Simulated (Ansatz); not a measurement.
Molecule: sum formula GeIF₂, net charge 0, doublet state. It need not be the lowest isomer of its formula. 
Structure (B3LYP-D3(BJ)/def2-TZVP (Ansatz, a quantum-chemistry and plane-wave program) minimum search):
```xyz
4

F     -1.9235     1.3922    -0.2358
Ge    -1.1296     0.0186     0.4905
F     -1.9700    -1.3250    -0.2397
I      1.3432    -0.0227    -0.2154
```
Charge 0, spin multiplicity 2.

Basis-set convergence of Hartree-Fock and CCSD(T) correlation energies (hartree) with Ansatz. Correlated levels leave the core frozen unless marked. UHF or UKS for open shells. No spin-orbit coupling. The frozen core is the preceding noble-gas configuration, with the filled d and f shells of earlier blocks. Past Kr the def2 sets carry scalar-relativistic core potentials.

```csv
basis,functions,E(HF),"E(corr, CCSD(T))"
def2-SVP,86,-2570.55271,-0.57152
def2-TZVPP,160,-2571.09151,-0.77028
def2-QZVPP,285,-2571.14503,-0.84614
```

Extrapolating the two largest sets (X = 3 and 4) as X^-3: E(corr) = (64·(-0.84614) - 27·(-0.77028))/37 = -0.9015 Eh, an estimate of the basis-set limit. The largest set recovers 93.9 % of it, the smallest 63.4 %.
